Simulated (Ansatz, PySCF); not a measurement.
Ligands exchanged one at a time, Ga SiH3-H. Gas-phase values, no solvent. Strings in code marks are SMILES.

Quantity: vertical ionisation energy (energy after one electron is removed minus that of the parent at the parent's geometry), in eV.

Level 1: ωB97X-D3(BJ)/def2-TZVP // PBE0-D3(BJ)/def2-TZVP (PySCF)
Level 2: minus the HOMO energy of HF/6-31G* // PBE0-D3(BJ)/def2-TZVP (PySCF)
Level 3: minus the HOMO energy of PBE0-D3(BJ)/def2-TZVP (PySCF)
Level 4: HF/cc-pVTZ // PBE0-D3(BJ)/def2-TZVP (Ansatz, an electronic-structure program)

```tsv
species	level 1	level 2	level 3	level 4
`[SiH3][GaH2]`	9.92	10.08	7.64	9.08
`[SiH3][GaH][SiH3]`	9.31	9.52	7.28	8.48
`[GaH3]`	11.47	11.65	8.59	10.60
```
